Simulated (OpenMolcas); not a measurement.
**Bi: CASPT2 settings compared**

```json
{
 "Program": "OpenMolcas",
 "Basis": "ANO-R3 [9s8p6d3f2g1h]",
 "Scalar Hamiltonian": "X2C, finite nucleus",
 "Active space": "3 electrons in 3 orbitals (6p)",
 "State averaging": "2S+1 = 4 odd, 1 root; 2S+1 = 2 odd, 8 roots kept (CI in the orbitals of an earlier block)",
 "Spin-orbit coupling": "state interaction with AMFI integrals over the reference wave functions, term energies averaged over their components"
}
```

Methods on the same reference wave functions:
A. CASSCF
B. SS-CASPT2, IPEA 0.2 Eh, real shift 0.05 Eh (closed shells correlated: 6s)
C. SS-CASPT2, IPEA 0.15 Eh, sigma2 regulariser 0.15 Eh (closed shells correlated: 6s)
D. XMS-CASPT2, IPEA 0.1 Eh, sigma1 regulariser 0.15 Eh (closed shells correlated: 4f 5s 5p 5d 6s)

Energies in cm-1 above 6s2 6p3 4S* 3/2, the measured ground level; measured values from NIST Handbook of Basic Atomic Spectroscopic Data.

```tsv
Level	A	B	C	D	Measured
6s2 6p3 4S* 3/2 [70 %]	0.0	0.0	0.0	0.0	0.0
6s2 6p3 2D* 3/2 [65 %]	12245	11180	11200	11020	11419
6s2 6p3 2D* 5/2	16549	15330	15360	15130	15438
6s2 6p3 2P* 1/2	25019	22300	22310	21710	21661
6s2 6p3 2P* 3/2 [67 %]	33168	31050	31060	30620	33165
```

Deviations, from unrounded energies. A percentage is the sum of absolute deviations over the sum of measured energies, with the sign that they share, or ± where signs differ.

```json
{"Against measurement": "mean absolute deviation (cm-1)", "Levels": "4", "A": "1300", "B": "770", "C": "760", "D": "830"}
{"Against measurement": "other terms of the ground configuration (%)", "Levels": "4", "A": "+6.5", "B": "±3.8", "C": "±3.7", "D": "±4.1"}
```

B, C lie about equally close to measurement and A furthest from it. The largest miss of C in the table is 6s2 6p3 2P* 3/2 [67 %], by -2100 cm-1. The ranking rests on the paired levels alone, and a cruder setting can come out closer through cancelling errors.

Among B to D the level of the table that moves most is 6s2 6p3 2P* 1/2, by 600 cm-1 (lowest in D, highest in C). Moves below CASPT2's spread within the term are not significant.

The mean deviations of B to D differ by less than CASPT2's widest spread within a term (970 cm-1), so their order carries little weight.

From A to B the spin-free energies of the other terms of 6s2 6p3 shown, above 4S*, scale by factors of 0.84 to 0.85.

The lowest spin-free term lies below A's lowest term by 0.051 hartree in B, 0.052 hartree in C, 1.000 hartree in D.

CASPT2 does not keep the components of a term degenerate, so their means are used; among the terms shown or strongly mixed into the levels shown the widest spread is 970 cm-1 (6s2 6p3 2D*, D). Terms from blocks run as CI alone lack orbitals of their own. Spin-orbit splittings of 6p shells tend to come out small when the coupling is added on scalar orbitals. With the s shell closed, the reference lacks s² → p² mixing. Measured partners are found by configuration, term and J. A level has none where our copy of the source lacks it or the pairing is in doubt (some pairs that miss far off the trend of their configuration count as doubtful), and it then counts in no deviation. Levels of configurations outside the active space are missing.

A share in square brackets marks a mixed level and gives the weight of the term that names it, the lowest over the columns. * marks odd parity.
